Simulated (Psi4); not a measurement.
A dimer, HF ··· F- (SMILES F and [F-]) (charge -1); the first 2 atoms form monomer A.

```
3

F      0.4622     0.0000     0.0000
H     -0.4622     0.0000     0.0000
F     -2.2145     0.0000     0.0000
```

Q: What interaction energy does SAPT0/jun-cc-pVDZ, frozen core in Psi4 give, and which attractive term is the largest?

A: Total -141.26 kJ/mol: electrostatics -145.33, exchange 44.10, induction -34.86, dispersion -5.17. The most attractive term is electrostatics.
